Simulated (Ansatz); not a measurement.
Born–Oppenheimer molecular dynamics of CH6O3Si (11 atoms, charge 0, multiplicity 1). It starts from a relaxed structure.

Level of theory: Ansatz, RKS B3LYP/STO-3G.

```yaml
ensemble: NVE (velocity Verlet)
time_step: 0.5 fs
steps_asked: 100
starting_velocities_drawn_for: 1500 K
seed: 513906
```

First frame:

```xyz
11
Properties=species:S:1:pos:R:3
Si -0.056 -0.108 0.168
C 0.016 0.022 2.037
H -0.989 0.064 2.475
H 0.542 -0.833 2.480
H 0.547 0.933 2.341
O 1.485 0.124 -0.528
H 1.537 -0.608 -1.241
O -1.153 1.112 -0.297
H -1.101 1.140 -1.318
O -0.514 -1.637 -0.445
H -1.408 -1.857 -0.003
```

Q: What does the run give?

A: The run went to its last step.

| Item | Value |
| --- | --- |
| steps done | 100 |
| time covered | 50 fs |
| mean temperature over the second half | 708 K |
| spread of the potential energy over the second half | 13.2 meV per atom |
| mean potential energy of the second half above the start | 84.1 meV per atom |

The conserved energy stayed within 0.59 meV per atom of its start (net change 0.28 meV per atom), so the integration is sound. A run of 0.05 ps of so small a system gives no equilibrium averages. Limits of this set-up: minimal basis.

Q: What happens to the structure?

A: The same pairs are bonded in the first frame and the last. Pairs count as bonded within 1.25 times the sum of covalent radii (0.12 Å more for H–H). This is one draw of velocities; another would differ in detail.

Q: How do temperature and energy run in time?

A: 
```
time (fs)  T (K)  potential energy less start (eV)  conserved less start (meV/atom)
        0   1500                             0.000                             0.00
        4   1015                             0.566                             0.19
        8    634                             1.013                             0.44
       12    853                             0.756                             0.37
       16    791                             0.830                             0.47
       20    968                             0.622                             0.26
       24    648                             0.995                             0.36
       28    501                             1.166                             0.43
       32    669                             0.971                             0.40
       36    635                             1.011                             0.42
       40    857                             0.750                             0.18
       44    894                             0.707                             0.18
       48    780                             0.842                             0.34
```

Run time: 4.4 min on 1 thread of AMD EPYC 7R43 64-Core Processor (Zen 3) (shared host), peak memory 0.11 GiB.
